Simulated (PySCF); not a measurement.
**Computed vibrations of [La(PH3)2]3+**

[La(PH3)2]3+ (singlet). PySCF 2.14.0, RKS B3LYP, La lcecp-1-SVP with ECP46, P def2-SVP, H def2-SVP; non-relativistic Hamiltonian with scalar-relativistic core potentials where named; density fitting; no spin-orbit coupling. Central differences of gradients.

```xyz
9

La    0.0000    0.0000    0.0000
P     0.0000    0.0000    3.1874
H     1.2910    0.0000    3.7825
H    -0.6455    1.1180    3.7825
H    -0.6455   -1.1180    3.7825
P     0.0000    0.0000   -3.1874
H     1.2910    0.0000   -3.7825
H    -0.6455   -1.1180   -3.7825
H    -0.6455    1.1180   -3.7825
```

Run from Python with OMP_NUM_THREADS=2. Where DIIS fails, smearing, a level shift and second-order steps follow.
It took 55 s on 2 threads of AMD EPYC 7R43 64-Core Processor (Zen 3) (shared host).

Problem. What are the harmonic wavenumbers and infrared intensities?

Solution. Modes are labelled in D3h; negative numbers are unstable modes, those under 60 cm⁻¹ near the noise; a finer grid moves soft modes by up to 10 cm⁻¹.
| cm⁻¹ | km/mol | symmetry |
| --- | --- | --- |
| -88 | – | e' |
| -88 | – | e' |
| -25 | – | a1'' |
| 174 | 0.0 | a1' |
| 202 | 37.6 | a2'' |
| 339 | 21.2 | e' |
| 339 | 21.2 | e' |
| 370 | 0.0 | e'' |
| 370 | 0.0 | e'' |
| 913 | 191.2 | a2'' |
| 938 | 0.0 | a1' |
| 1056 | 0.4 | e' |
| 1056 | 0.4 | e' |
| 1057 | 0.0 | e'' |
| 1057 | 0.0 | e'' |
| 2411 | 249.8 | a2'' |
| 2413 | 0.0 | a1' |
| 2441 | 117.7 | e' |
| 2441 | 117.7 | e' |
| 2442 | 0.0 | e'' |
| 2442 | 0.0 | e'' |

Problem. Is this a minimum?

Solution. No: 3 unstable; the lowest moves the atoms so:
```
La  -0.17  0.03  0.00
P    0.34 -0.06  0.00
H    0.35 -0.06 -0.03
H    0.34 -0.06  0.02
H    0.34 -0.06  0.01
P    0.34 -0.06  0.00
H    0.35 -0.06  0.03
H    0.34 -0.06 -0.01
H    0.34 -0.06 -0.02
```
